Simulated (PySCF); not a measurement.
# Vertical excitation energies

Compound: C4H8Cl2OSi.
Z-matrix (Å and degrees, GFN2-xTB geometry), rows numbered from 1:
```
O 
C   1  1.2085
C   2  1.5114  1  122.56
C   3  1.5180  2  112.37  1    -1.85
Cl  4  1.7836  3  110.40  2  -179.28
Si  2  1.9321  1  119.28  3  -178.34
C   6  1.9143  2  109.41  1  -157.58
Cl  7  1.7923  6  108.75  2    59.26
H   3  1.0932  2  107.96  1  -124.18
H   3  1.0930  2  107.80  1   120.17
H   4  1.0899  3  111.05  2   -60.28
H   4  1.0896  3  111.03  2    61.69
H   6  1.4661  2  107.76  1    84.95
H   6  1.4577  2  108.41  1   -37.75
H   7  1.0878  6  114.28  2   -59.75
H   7  1.0869  6  112.11  2   176.71
```

Method used: PySCF, TDDFT B3LYP/def2-SVPD, vertical, gas phase, core orbitals frozen in the response.

| state | E (eV) | E (kJ/mol) | λ (nm) | f | main configurations (H = HOMO, L = LUMO) |
| --- | --- | --- | --- | --- | --- |
| S1 | 3.53 | 341 | 350.9 | 0.0015 | H→L (98%) |
| S2 | 5.62 | 543 | 220.5 | 0.011 | H→L+1 (94%) |
| S3 | 5.67 | 547 | 218.9 | 0.0034 | H-2→L (51%), H-1→L (44%) |
| S4 | 5.80 | 560 | 213.6 | 0.0000 | H-1→L (53%), H-2→L (46%) |
| S5 | 5.91 | 570 | 209.9 | 0.0001 | H-3→L (96%) |
| S6 | 6.07 | 585 | 204.3 | 0.0018 | H→L+2 (92%) |
| S7 | 6.12 | 591 | 202.5 | 0.0002 | H-4→L (98%) |
| S8 | 6.34 | 612 | 195.5 | 0.0060 | H→L+3 (87%) |

Triplets, Tamm–Dancoff:

| state | E (eV) | λ (nm) | main configurations (H = HOMO, L = LUMO) |
| --- | --- | --- | --- |
| T1 | 2.91 | 426.6 | H→L (97%) |
| T2 | 5.48 | 226.3 | H→L+1 (86%) |
| T3 | 5.56 | 222.9 | H-2→L (51%), H-1→L (29%) |

The lowest singlet comes at 351 nm (341 kJ/mol) in the ultraviolet; it is very weak; its leading configuration is HOMO→LUMO (98%). The most intense listed level is S2 at 5.62 eV (220 nm, f = 0.011), 2.09 eV above S1. Löwdin shares by element: HOMO oxygen 47%, carbon 27% or more, silicon 11%; LUMO carbon 45% or more, oxygen 33%, silicon 10%. Of the 8 states listed, 1 reaches f = 0.01 and 3 stay under 0.0005. Orbital energies (eV): HOMO-3 -8.53, HOMO-2 -8.34, HOMO-1 -8.32, HOMO -7.02, LUMO -1.82, LUMO+1 -0.59, LUMO+2 -0.09. Weighted by f, the mean energy of these states is 5.72 eV. No computed singlet lies in the visible range (380 to 750 nm); the lowest, at 351 nm, stands 0.27 eV above its violet end (3.26 eV); a Tamm–Dancoff triplet lies at 427 nm, without intensity as long as spin–orbit coupling is left out. Singlets were solved by full linear response, triplets in the Tamm–Dancoff approximation.

One conformer stands for the species.
